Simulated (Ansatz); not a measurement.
```xyz
11

N    -0.426    1.351   -1.782
C     0.115    0.551   -0.805
Cl    1.811    0.282   -1.071
C    -0.520   -0.036    0.210
Ge    0.284   -1.265    1.457
H    -1.345    1.709   -1.574
H     0.196    2.031   -2.189
H    -1.576    0.194    0.319
H    -0.815   -1.724    2.432
H     1.412   -0.594    2.261
H     0.864   -2.498    0.742
```

Charge 0, multiplicity 1.

Q: List the PBE0/def2-TZVPP orbital energies in eV (the Gaussian-basis code of Ansatz). (Best estimate.)

A: Computed: Occupied: -10859.54, -2767.83, -1357.81, -1207.62, -1207.62, -1207.61, -392.15, -281.01, -277.94, -259.65, -197.99, -197.77, -197.76, -170.54, -120.33, -120.32, -120.32, -33.18, -33.16, -33.16, -33.09, -33.09, -26.77, -23.81, -20.70, -16.69, -15.48, -14.50, -13.88, -11.68, -11.52, -9.58, -9.35, -9.22, -9.02, -8.90, -6.50. Lowest empty: 0.04, 0.66, 0.86, 1.52, 1.87, 2.06, 2.67, 2.80.
